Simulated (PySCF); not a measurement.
C2H5FO2Si, SMILES O=CC[Si@H](O)F. Atoms are numbered in the order given.

```xyz
11

O      1.3513    -0.9225    -1.3522
C      1.7558    -0.3124    -0.3841
C      0.9986    -0.2153     0.9119
Si    -0.8223     0.2021     0.5883
O     -1.3689    -0.8171    -0.5775
F     -0.8624     1.7529     0.0958
H      2.7352     0.2243    -0.4361
H      1.4856     0.4740     1.6175
H      0.9879    -1.2210     1.3726
H     -1.6689     0.1022     1.7935
H     -0.6518    -1.1018    -1.1744
```

Coordinates come from a B3LYP-D3(BJ)/def2-SVP optimisation. The structure was generated by enumeration; whether it is a known compound was not checked. Other conformers were not sampled.

The numbers are results of PySCF with PBE0/pcSseg-1, not measurements.

GIAO shieldings, no solvent; atoms listed in one row are averaged. δ = σ(ref) − σ: ¹⁷O against H2O (σ = 334.2 ppm); ¹³C against TMS (σ = 186.3 ppm); ²⁹Si against TMS (σ = 352.7 ppm); ¹⁹F against CFCl3 (σ = 167.2 ppm); ¹H against TMS (σ = 31.56 ppm), references at their B3LYP-D3(BJ)/def2-TZVP geometries, non-relativistic.

Computed chemical shifts:
```json
[
 {"nucleus": "¹⁷O", "atoms": "O1", "count": "1", "δ (ppm)": "688.3"},
 {"nucleus": "¹⁷O", "atoms": "O5", "count": "1", "δ (ppm)": "77.9"},
 {"nucleus": "¹³C", "atoms": "C2", "count": "1", "δ (ppm)": "213.5"},
 {"nucleus": "¹³C", "atoms": "C3", "count": "1", "δ (ppm)": "38.2"},
 {"nucleus": "²⁹Si", "atoms": "Si4", "count": "1", "δ (ppm)": "-12.5"},
 {"nucleus": "¹⁹F", "atoms": "F6", "count": "1", "δ (ppm)": "-149.5"},
 {"nucleus": "¹H", "atoms": "H7", "count": "1", "δ (ppm)": "10.40"},
 {"nucleus": "¹H", "atoms": "H11", "count": "1", "δ (ppm)": "5.48"},
 {"nucleus": "¹H", "atoms": "H10", "count": "1", "δ (ppm)": "5.12"},
 {"nucleus": "¹H", "atoms": "H8", "count": "1", "δ (ppm)": "2.71"},
 {"nucleus": "¹H", "atoms": "H9", "count": "1", "δ (ppm)": "2.06"}
]
```
